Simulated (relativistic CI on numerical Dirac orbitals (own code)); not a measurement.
## What each ingredient does to the levels of Ti11+

Base calculation: Dirac-Coulomb-Breit CI, orbitals from a KLI potential per configuration, model QED (radiative potential, 1s self-energy scaled to tabulated hydrogen-like ionisation energies), unscaled Slater integrals.

CI space (outside the closed core [Ne]): 3s, 3p, 3d, 4s, 4p, 4d, 4f, 5s, 5p, 5d, 5f, 5g, 6s, 6p, 6d. Levels of other configurations are missing.

Variants: (1) P86 correlation estimate; (2) Breit term removed; (3) non-relativistic limit. Shifts of the energy above 3s 2S_1/2, in cm⁻¹, for the lowest level and the first level of each name with at least 55 % of one term (blank where a level changes its place among those of its configuration and J or its character, or is not in the variant):

| Level | Base | Δ(1) | Δ(2) | Δ(3) |
| --- | --- | --- | --- | --- |
| 3s 2S_1/2 | 0 | 0 | 0 | 0 |
| 3p 2P°_1/2 | 208777 | +724 | -258 | -2784 |
| 3p 2P°_3/2 | 217372 | +724 | +41 | -11379 |
| 3d 2D_3/2 | 502697 | +42 | +304 | -11749 |
| 3d 2D_5/2 | 503523 | +42 | +459 | -12575 |
| 4s 2S_1/2 | 1130579 | -985 | +317 | -7299 |
| 4p 2P°_1/2 | 1211655 | -868 | +204 | -8260 |
| 4p 2P°_3/2 | 1214934 | -868 | +327 | -11539 |
| 4d 2D_3/2 | 1318563 | -1810 | +416 | -11702 |
| 4d 2D_5/2 | 1318954 | -1810 | +483 | -12093 |
| 4f 2F°_5/2 | 1356256 | -1251 | +498 | -11777 |
| 4f 2F°_7/2 | 1356406 | -1251 | +503 | -11928 |
| 5s 2S_1/2 | 1602228 | -674 | +413 | -9697 |
| 5p 2P°_1/2 | 1641765 | -625 | +356 | -10125 |
| 5p 2P°_3/2 | 1643366 | -625 | +416 | -11726 |
| 5d 2D_3/2 | 1693078 | -1090 | +459 | -11800 |
| 5d 2D_5/2 | 1693292 | -1090 | +491 | -12014 |
| 5f 2F°_5/2 | 1712365 | +125 | +498 | -11867 |
| 5f 2F°_7/2 | 1712440 | +125 | +502 | -11942 |
| 5g 2G_7/2 | 1713721 | -1978 | +497 | -11929 |
| 5g 2G_9/2 | 1713769 | -1978 | +497 | -11977 |
| 6s 2S_1/2 | 1844065 | -418 | +452 | -10710 |

At this charge energies of transitions that change n are usually good to better than 1 %, and those within a shell (Δn = 0) to a few per cent.

Ionisation energy from the two ground configurations alone: base 290.856 eV; P86 correlation estimate 291.115 eV; Breit term removed 290.918 eV. The NIST ASD value (semi-empirical) is 291.5 eV.
